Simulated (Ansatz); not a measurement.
Cost and result up the ladder for Cu₁₂S (13 atoms). Total charge 0; singlet. Geometry: r2SCAN-D4/def2-SVP.

```tsv
atom	x (Å)	y (Å)	z (Å)
S1	0.3443	-0.9588	-2.9639
Cu2	-0.3388	0.9098	-1.9707
Cu3	-0.8642	1.4918	1.9393
Cu4	-0.5624	-1.3613	-0.9033
Cu5	0.5931	0.7561	0.2329
Cu6	-1.8696	0.5955	-0.0963
Cu7	1.2970	-1.5444	0.7490
Cu8	-0.7401	2.6320	-0.3431
Cu9	1.8210	-0.5167	-1.3651
Cu10	-2.7752	-1.5051	0.1872
Cu11	2.8861	0.3050	0.6340
Cu12	1.0809	0.1318	2.4199
Cu13	-0.8720	-0.9358	1.4801
```

Ansatz on 2 threads of AMD EPYC 7R13 on a shared host and a share (18 GiB) of an NVIDIA H100 80GB HBM3. Times are rough, and most runs start from the orbitals of an earlier one. No level here is sound enough to serve as a yardstick. Binding counts from free atoms at the same level (S triplet, Cu doublet; other spins of the atoms weren't run), without zero-point energy or a counterpoise term.

B3LYP takes the VWN-RPA correlation. Correlated methods freeze 113 core orbitals. The rows differ in basis, and correlated rows in double-zeta sets carry the largest basis error. Single mean-field runs in def2-TZVP are fitted with def2-universal-jkfit. No other spin state of charge 0 was run. The structure comes from a short search, and lower isomers may exist.

Run but left out: MP2/def2-SVP (restricted singlet, unstable towards broken spin symmetry).

Correlated methods converge slowly with the basis, most of all in double-zeta sets.

```csv
level,functions,wall time,binding energy per atom (eV),remarks
PBE-D4/def2-SVP,390,6.5 s,3.14,"restricted, untested"
PBE0-D4/def2-SVP,390,7 s,2.63,restricted SCF unstable in HF
B3LYP-D4/def2-TZVP,577,7.5 s,2.07,restricted SCF unstable in HF
r2SCAN-D4/def2-TZVP,577,9 s,2.55,restricted SCF unstable in HF
PBE-D4/def2-TZVP (with forces),577,9.5 s,2.51,restricted SCF unstable in HF
PBE0-D4/def2-TZVP,577,12 s,2.16,restricted SCF unstable in HF
RPA@PBE/def2-SVP,390,16 s,2.03,–
```
